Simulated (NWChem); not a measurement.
System: BCl$_{2}$, doublet; SMILES Cl[B]Cl

Parts of the log:

```
             Northwest Computational Chemistry Package (NWChem) 7.3.0
             --------------------------------------------------------

                             Geometry "geometry" -> ""
                             -------------------------

 Output coordinates in angstroms (scale by  1.889725989 to convert to a.u.)

  No.       Tag          Charge          X              Y              Z
 ---- ---------------- ---------- -------------- -------------- --------------
    1 Cl                  17.0000     1.53021100     0.00000000    -0.09972600
    2 B                    5.0000     0.00000000     0.00000000     0.70355100
    3 Cl                  17.0000    -1.53021100     0.00000000    -0.09972600

 Effective nuclear repulsion energy (a.u.)     102.0241127762

  pbe96 is a nonlocal functional; adding pw91lda local functional.
                              NWChem Property Module
                              ----------------------

  itol2e modified to match energy
  convergence criterion.

                                 NWChem DFT Module
                                 -----------------

 Summary of "ao basis" -> "ao basis" (spherical)
 ------------------------------------------------------------------------------
       Tag                 Description            Shells   Functions and Types
 ---------------- ------------------------------  ------  ---------------------
 Cl                         def2-svp                 8       18   4s3p1d
 B                          def2-svp                 6       14   3s2p1d

  itol2e modified to match energy
  convergence criterion.

            General Information
            -------------------
          SCF calculation type: DFT
          Wavefunction type:  spin polarized.
          No. of atoms     :     3
          No. of electrons :    39
           Alpha electrons :    20
            Beta electrons :    19
          Charge           :     0
          Spin multiplicity:     2
          Use of symmetry is: off; symmetry adaption is: off
          Maximum number of iterations: 150
          AO basis - number of functions:    50
                     number of shells:    22
          Convergence on energy requested:  1.00D-07
          Convergence on density requested:  1.00D-05
          Convergence on gradient requested:  5.00D-04

              XC Information
              --------------
          PerdewBurkeErnzerhof Exchange Functional  1.000
            Perdew 1991 LDA Correlation Functional  1.000 local
           PerdewBurkeErnz. Correlation Functional  1.000 non-local

[...]

          -----------------------
          Electric field gradient
          -----------------------

 1 a.u. = 0.324123 10**(16) esu/cm**3  ( or statvolts/cm**2 ) = 0.97174 10**(22) v/m**2

 ------------------------------------------------------------
   Atom      X         Y         Z
 ------------------------------------------------------------
    1 Cl   2.89168   0.00000  -0.18845
 ------------------------------------------------------------

 Electric field gradient in molecular frame (a.u.)
         XX             YY             ZZ             XY             XZ             YZ
 ------------------------------------------------------------------------------------------
       -1.045624       0.352326       0.693299      -0.000000       1.374426      -0.000000

 Principal components (a.u.) and orientation
 of principal axis w.r.t. absolute frame                      Asymmetry parameter eta
 --------------------------------------------------------------------------------------
       -1.802511       1.450186       0.352326                       0.609073

        0.875959       0.482385       0.000000
        0.000000      -0.000000       1.000000
       -0.482385       0.875959       0.000000

 ------------------------------------------------------------
   Atom      X         Y         Z
 ------------------------------------------------------------
    2 B    0.00000   0.00000   1.32952
 ------------------------------------------------------------

 Electric field gradient in molecular frame (a.u.)
         XX             YY             ZZ             XY             XZ             YZ
 ------------------------------------------------------------------------------------------
        0.091744      -0.282268       0.190524      -0.000000       0.000000      -0.000000

 Principal components (a.u.) and orientation
 of principal axis w.r.t. absolute frame                      Asymmetry parameter eta
 --------------------------------------------------------------------------------------
       -0.282268       0.190524       0.091744                       0.349953

        0.000000       0.000000       1.000000
        1.000000      -0.000000      -0.000000
        0.000000       1.000000      -0.000000

 ------------------------------------------------------------
   Atom      X         Y         Z
 ------------------------------------------------------------
    3 Cl  -2.89168   0.00000  -0.18845
 ------------------------------------------------------------

 Electric field gradient in molecular frame (a.u.)
         XX             YY             ZZ             XY             XZ             YZ
 ------------------------------------------------------------------------------------------
       -1.045624       0.352325       0.693299       0.000000      -1.374426      -0.000000

 Principal components (a.u.) and orientation
 of principal axis w.r.t. absolute frame                      Asymmetry parameter eta
 --------------------------------------------------------------------------------------
       -1.802511       1.450186       0.352325                       0.609073

        0.875959      -0.482385      -0.000000
        0.000000      -0.000000       1.000000
        0.482385       0.875959       0.000000
```

Level: PBE/def2-SVP, spin-unrestricted. In the optimisation the excess spin sits in a1 (C2v, its own frame). The geometry was optimised at PBE0/def2-SVP, spin-unrestricted. No stability test was run on the SCF state. NWChem prints the field gradient with the sign opposite to the second derivative of the potential.

### Question
Write an input that gives this output.

### Answer
This is not unique; one that fits is the input that was run:
```
start job
memory heap 200 mb stack 900 mb global 1100 mb
geometry units angstroms noautosym nocenter noautoz
  Cl     1.530211     0.000000    -0.099726
  B      0.000000     0.000000     0.703551
  Cl    -1.530211     0.000000    -0.099726
end
basis spherical
  * library def2-svp
end
dft
  odft
  mult 2
  xc xpbe96 cpbe96
  iterations 150
end
property
  efieldgrad
end
task dft property
```
